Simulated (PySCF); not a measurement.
# Spinor energies of In³⁺ (indium, charge +3)

Start: [Kr] 4d9 5s1; 4d3/2 filled at m_j = -3/2, -1/2, +1/2, +3/2; 4d5/2 filled at m_j = -3/2, -1/2, +1/2, +3/2, +5/2; 5s1/2 filled at m_j = +1/2. Calculated with PySCF 2.14 in x2c-TZVPall-2c: generalised Hartree-Fock with the X2C-1e Hamiltonian and a Gaussian nucleus; one run each with spin-orbit coupling (SO) switched off, then screened by Boettger's factors. This is a chosen level, not necessarily the ground level.

```tsv
spinor shell	electrons	ε, spin-free (eV)	ε, screened SO (eV)	weight of nominal j (screened SO)	rms radius, screened SO (bohr)
1s1/2	2	-28118.6	-28116.1	1.000	0.0340
2s1/2	2	-4332.5	-4331.8	1.000	0.139
2p1/2	2	-3885.4	-4031.6	1.000	0.120
2p3/2	4	-3885.4	-3818.4	1.000	0.125
3s1/2	2	-890.91	-890.70	1.000	0.371
3p1/2	2	-740.86	-768.16	1.000	0.365
3p3/2	4	-740.86	-728.25	1.000	0.376
3d3/2	4	-508.53	-513.38	0.999	0.350
3d5/2	6	-508.53	-505.08	0.999	0.353
4s1/2	2	-179.80	-179.75	1.000	0.902
4p1/2	2	-132.29	-138.01	0.987	0.961
4p3/2	4	-132.29	-129.59	0.994	0.989
4d3/2	4	-62.225	-63.097	0.902	1.20
4d5/2	5	-62.225	-61.555	0.922	1.21
5s1/2	1	-38.618	-38.616	1.000	2.39
```

| quantity | spin-free | screened SO |
| --- | --- | --- |
| E (hartree) | -5875.23065 | -5876.52682 |
| M_J | 3 | 3 |
| ⟨J²⟩ | 12.004 | 12.004 |
| ⟨L²⟩ | 6.003 | 6.019 |
| ⟨S²⟩ | 2.000 | 2.016 |

Each row is a mean over spinors that exchange with the open shell spreads, by up to 6.523 eV (4p3/2).

Breit and QED terms are absent; they matter most for the inner s and p1/2 levels.

Densities and radii are taken from the X2C orbitals without a picture-change correction, which distorts them close to the nucleus.

Without spin-orbit coupling the j labels of p, d and f shells carry no meaning; the spin-free column gives the mean over the occupied spinors of each nl shell.
